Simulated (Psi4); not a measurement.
H2MoO4, singlet, geometry from GFN2-xTB (such geometries of metal compounds can be far from the true shape) (core potentials on Mo); Psi4 1.11 with PBE0/def2-SVP.

The Psi4 input:
```
memory 2 GB

molecule {
0 1
Mo    0.04556687    0.00083011    0.00560237
O     1.10220482    0.78882640   -0.97552653
O     0.86074293   -0.75306665    1.21686762
O    -0.81590576   -1.20963679   -0.94058850
H    -1.09733612   -1.94764307   -1.49061800
O    -1.06225200    1.17542170    0.70967220
H    -1.49479228    1.90042130    1.17192022
}

set {
  basis def2-svp
  scf_type pk
  puream true
  d_convergence 1e-8
  dft_radial_points 99
  dft_spherical_points 590
}

energy('pbe0')
print_variables()
```

What the program printed (banner, timings and long lists left out):

```
   => Loading Basis Set <=

    Name: DEF2-SVP
    Role: ORBITAL
    Keyword: BASIS

    !!!  WARNING: ECP capability is in beta. Please check occupations closely.  !!!

         ---------------------------------------------------------
                                   SCF
               by Justin Turney, Rob Parrish, Andy Simmonett
                          and Daniel G. A. Smith
                              RKS Reference
         ---------------------------------------------------------

  ==> Geometry <==

    Molecular point group: c1
    Full point group: C1

    Geometry (in Angstrom), charge = 0, multiplicity = 1:

       Center              X                  Y                   Z               Mass
    ------------   -----------------  -----------------  -----------------  -----------------
         MO           0.026012106934     0.000473871901     0.003198144171    97.905404820000
         O            1.082650056934     0.788470161901    -0.977930755829    15.994914619570
         O            0.841188166934    -0.753422888099     1.214463394171    15.994914619570
         O           -0.835460523066    -1.209993028099    -0.942992725829    15.994914619570
         H           -1.116890883066    -1.947999308099    -1.493022225829     1.007825032230
         O           -1.081806763066     1.175065461901     0.707267974171    15.994914619570
         H           -1.514347043066     1.900065061901     1.169515994171     1.007825032230

  Running in c1 symmetry.

  Rotational constants: A =      0.13882  B =      0.12323  C =      0.11839 [cm^-1]
  Rotational constants: A =   4161.57458  B =   3694.48763  C =   3549.21825 [MHz]
  Nuclear repulsion =  233.920959466656996

  Charge       = 0
  Multiplicity = 1
  Electrons    = 48
  Nalpha       = 24
  Nbeta        = 24

  ==> Algorithm <==

  SCF Algorithm Type is PK.
  DIIS enabled.
  MOM disabled.
  Fractional occupation disabled.
  Guess Type is SAD.
  Energy threshold   = 1.00e-06
  Density threshold  = 1.00e-08
  Integral threshold = 1.00e-12

  ==> Primary Basis <==

  Basis Set: DEF2-SVP
    Blend: DEF2-SVP
    Number of shells: 41
    Number of basis functions: 97
    Number of Cartesian functions: 106
    Spherical Harmonics?: true
    Max angular momentum: 3

  Core potential: DEF2-SVP
    Number of shells: 4
    Number of ECP primitives: 14
    Number of ECP core electrons: 28
    Max angular momentum: 3

  ==> DFT Potential <==

   => LibXC <=

    Version 7.1.2
    S. Lehtola, C. Steigemann, M. J. T. Oliveira, and M. A. L. Marques,  SoftwareX 7, 1–5 (2018) (10.1016/j.softx.2017.11.002)

   => Composite Functional: PBE0 <=

    PBE0 Hyb-GGA Exchange-Correlation Functional

    C. Adamo and V. Barone,  J. Chem. Phys. 110, 6158 (1999) (10.1063/1.478522)
    M. Ernzerhof and G. E. Scuseria,  J. Chem. Phys. 110, 5029 (1999) (10.1063/1.478401)

    Deriv               =              1
    GGA                 =           TRUE
    Meta                =          FALSE

    Exchange Hybrid     =           TRUE
    MP2 Hybrid          =          FALSE

   => Exchange Functionals <=

    0.7500   Perdew, Burke & Ernzerhof

   => Exact (HF) Exchange <=

    0.2500               HF

   => Correlation Functionals <=

    1.0000   Perdew, Burke & Ernzerhof

   => LibXC Density Thresholds  <==

    XC_HYB_GGA_XC_PBEH:  1.00E-15

   => Molecular Quadrature <=

    Radial Scheme          =       TREUTLER
    Pruning Scheme         =           NONE
    Nuclear Scheme         =       TREUTLER

    Blocking Scheme        =         OCTREE
    BS radius alpha        =              1
    Pruning alpha          =              1
    Radial Points          =             99
    Spherical Points       =            590
    Total Points           =         392234
    Total Blocks           =           2847
    Max Points             =            256
    Max Functions          =             94
    Weights Tolerance      =       1.00E-15

  ==> Integral Setup <==

[...]
  Whereas there are 371091 unique shell quartets.

  ==> DiskJK: Disk-Based J/K Matrices <==

    J tasked:                  Yes
    K tasked:                  Yes
    wK tasked:                  No
    Schwarz Cutoff:          1E-12

  Minimum eigenvalue in the overlap matrix is 1.1873903445E-02.
  Reciprocal condition number of the overlap matrix is 2.7570705270E-03.
    Using symmetric orthogonalization.

  ==> Pre-Iterations <==

  SCF Guess: Superposition of Atomic Densities via on-the-fly atomic UHF (no occupation information).

   -------------------------
    Irrep   Nso     Nmo
   -------------------------
     A         97      97
   -------------------------
    Total      97      97
   -------------------------

  ==> Iterations <==

                        Total Energy        Delta E     RMS |[F,P]|

   @RKS iter SAD:  -369.05946080437184   -3.69059e+02   0.00000e+00
   @RKS iter   1:  -368.91499568853436    1.44465e-01   1.58299e-02 ADIIS/DIIS
   @RKS iter   2:  -361.26276239080931    7.65223e+00   4.30622e-02 ADIIS/DIIS
   @RKS iter   3:  -369.49462073771844   -8.23186e+00   1.01773e-02 ADIIS/DIIS
   @RKS iter   4:  -369.77004586256248   -2.75425e-01   5.24315e-03 ADIIS/DIIS
   @RKS iter   5:  -369.86888998629212   -9.88441e-02   5.09234e-04 ADIIS/DIIS
   @RKS iter   6:  -369.86967810593399   -7.88120e-04   3.06731e-04 ADIIS/DIIS
   @RKS iter   7:  -369.86974365862920   -6.55527e-05   2.85064e-04 ADIIS/DIIS
   @RKS iter   8:  -369.87004478017769   -3.01122e-04   2.90967e-05 DIIS
   @RKS iter   9:  -369.87004783105510   -3.05088e-06   8.08317e-06 DIIS
   @RKS iter  10:  -369.87004801649113   -1.85436e-07   4.05476e-06 DIIS
   @RKS iter  11:  -369.87004807462569   -5.81346e-08   9.42942e-07 DIIS
   @RKS iter  12:  -369.87004807806011   -3.43442e-09   1.16006e-07 DIIS
   @RKS iter  13:  -369.87004807811212   -5.20117e-11   1.52236e-08 DIIS
   @RKS iter  14:  -369.87004807811434   -2.21689e-12   2.30996e-09 DIIS
  Energy and wave function converged.

  ==> Post-Iterations <==

   Electrons on quadrature grid:
      Ntotal   =   47.9999978237 ; deviation = -2.176e-06

    Orbital Energies [Eh]
    ---------------------

    Doubly Occupied:

[...]
    Virtual:

[...]
      97A     39.579336

    Final Occupation by Irrep:
              A
    DOCC [    24 ]
    NA   [    24 ]
    NB   [    24 ]

  @RKS Final Energy:  -369.87004807811434

   => Energetics <=

    Nuclear Repulsion Energy =            233.9209594666569956
    One-Electron Energy =                -997.0499329189117361
    Two-Electron Energy =                 425.7345886535892419
    DFT Exchange-Correlation Energy =     -32.4756632794488098
    Empirical Dispersion Energy =           0.0000000000000000
    VV10 Nonlocal Energy =                  0.0000000000000000
    Total Energy =                       -369.8700480781143369

Computation Completed

Properties will be evaluated at   0.000000,   0.000000,   0.000000 [a0]

Properties computed using the SCF density matrix

 Multipole Moments:

 ------------------------------------------------------------------------------------
     Multipole            Electronic (a.u.)      Nuclear  (a.u.)        Total (a.u.)
 ------------------------------------------------------------------------------------

 L = 1.  Multiply by 2.5417464519 to convert [e a0] to [Debye]
 Dipole X            :          2.6427595           -4.1848003           -1.5420408
 Dipole Y            :          0.0481441           -0.0762360           -0.0280919
 Dipole Z            :          0.3249228           -0.5145141           -0.1895913
 Magnitude           :                                                    1.5539060

 ------------------------------------------------------------------------------------

  Variable Map:
  ----------------------------------------------------------------------------
[...]
  Array Variable Map:
  ----------------------------------------------------------------------------
[...]
[...]
```
